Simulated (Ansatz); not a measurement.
Molecule: chlorosilyloxy(trimethyl)silane, C3H11ClOSi2, net charge 0, singlet state. SMILES: C[Si](C)(O[SiH2]Cl)C
Geometry: optimised at B3LYP-D3(BJ)/def2-TZVP (Ansatz, an electronic-structure program).

Quantity: vertical triplet-singlet gap, E(triplet) - E(singlet), in eV. Terms: open shells spin-unrestricted; each state is the SCF solution reached for its charge and spin; dispersion terms only where a functional's name holds one; non-relativistic; no spin-orbit coupling; 6-311+G** with 5d, 6d on Na to Ar in Ansatz; six Cartesian d functions in 6-31G* and its kin unless marked 5d. Ab initio and DFT rows: single points at B3LYP-D3(BJ) geometries (Ansatz). Levels can end on unlike triplets.

| level | program | vertical triplet-singlet gap, E(triplet) - E(singlet) (eV) |
|---|---|---|
| B3LYP/STO-3G | Ansatz | 8.03 |
| B3LYP/3-21G | Ansatz | 7.33 |
| B3LYP/6-31G* | Ansatz | 7.38 |
| B3LYP/6-311+G** | Ansatz | 7.00 |
| B3LYP/def2-TZVPD | Ansatz | 7.00 |

No value to compare with is used here. The 4 habitual levels span 7.00 (B3LYP/6-311+G**) to 8.03 eV (B3LYP/STO-3G); B3LYP/def2-TZVPD gives 7.00.

The sets are all those run for this method; left out are runs that failed, that the program found above a lower state of the same kind, or whose <S^2> lies over 0.5 above the pure value.
